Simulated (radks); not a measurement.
Species: the chromium ion Cr10+. Configuration: [Ne] 3s2 3p2 (the NIST ground configuration). Calculated with a radial shooting solver on a logarithmic mesh with Libxc functionals: Dirac Kohn-Sham, PBE, spin-unpolarised, spherical densities, point nucleus; open shells are shared between the two j in proportion to 2j + 1.

Normalised radial functions P(r) = r R(r) (large component), r in bohr:

```
   r/bohr * 2p3/2, o 3p1/2 (the largest magnitude, 1.91, reaches the edge; | marks zero, & curves that meet)
 0.006479                             &
 0.008171                             &
  0.01022                             o*
  0.01279                             o*
  0.01613                             |&
  0.02018                             |o*
  0.02525                             |o *
  0.03158                             | o *
  0.03983                             |  o  *
  0.04983                             |   o   *
  0.06234                             |    o     *
  0.07862                             |      o       *
  0.09836                             |       o          *
   0.1231                             |        o             *
    0.154                             |         o               *
   0.1942                             |        o                 *
   0.2429                             |     o                   *
   0.3039                             |o                    *
   0.3832                        o    |                *
   0.4794                 o           |          *
   0.5998             o               |     *
   0.7504           o                 | *
   0.9464              o              |*
    1.184                   o         *
    1.481                        o    *
    1.868                           o *
    2.337                             &
```

2p3/2: eigenvalue -810.90 eV, 0 radial nodes, <r> = 0.258 bohr, 90 % of the charge inside 0.423 bohr. 3p1/2: eigenvalue -254.87 eV, 1 radial node at r = 0.320 bohr, <r> = 0.790 bohr, 90 % of the charge inside 1.17 bohr.
